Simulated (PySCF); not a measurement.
Computed shifts of a molecule C3H5ClOSi, PySCF with PBE/pcSseg-1, GIAO, gas phase, atoms alike by connectivity averaged where their shifts nearly agree, in ppm (number of nuclei): ²⁹Si: 35.2 (1). ¹³C: 157.8 (1), 108.6 (1), 23.7 (1). ¹H: 6.92 (1), 6.27 (1), 5.58 (1), 2.14 (1), 2.03 (1). References: ³⁵Cl against HCl (σ = 936.5 ppm); ²⁹Si against TMS (σ = 335.4 ppm); ¹³C against TMS (σ = 182.0 ppm); ¹⁷O against H2O (σ = 334.3 ppm); ¹H against TMS (σ = 31.49 ppm), references at their B3LYP-D3(BJ)/def2-TZVP geometries, non-relativistic (without spin–orbit terms, shifts of atoms bonded to Cl or Br come out too high). Coordinates come from a B3LYP-D3(BJ)/def2-SVP optimisation. One conformer was computed; it need not be the lowest.

Question: Which molecule gave these data?
A. CC#C[Si@H](O)Cl
B. O[SiH2]C=C=CCl
C. C=C=C[Si@H](O)Cl
D. Cl[Si@@H]1CC=CO1

Answer: D, Cl[Si@@H]1CC=CO1
